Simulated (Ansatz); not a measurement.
The lowest singlet and triplet of CS (SMILES [C]=S); geometries from B3LYP-D3(BJ)/def2-TZVP, each state relaxed from the structure named, with no frequency check.
Singlet at the triplet's geometry (charge 0, multiplicity 1):
```xyz
2

C      0.000     0.000    -1.140
S      0.000     0.000     0.428
```

A positive gap puts the triplet lower; no zero-point energy. U- takes an unrestricted singlet (broken symmetry where lower, unprojected). The triplet is unrestricted in single-reference levels.

Frozen-core correlation.

Codes used: Ansatz (Gaussian basis) for Hartree–Fock, density functionals and correlated methods. Each number belongs to the level named beside it.

One of these levels gives -299.9 kJ/mol for the gap E(singlet) − E(triplet), vertical, at the triplet's geometry. Which one is it?
A. U-SCS-MP2/cc-pV(T+d)Z
B. U-PBE0/def2-TZVPP
C. U-HF/cc-pV(T+d)Z

B, U-PBE0/def2-TZVPP. The others give -203.2 (U-HF/cc-pV(T+d)Z), -401.1 (U-SCS-MP2/cc-pV(T+d)Z)

Doubts at one or more of the structures used: a spin-contaminated determinant (U-HF/cc-pV(T+d)Z, U-SCS-MP2/cc-pV(T+d)Z).

Ansatz is a program for electronic structure.
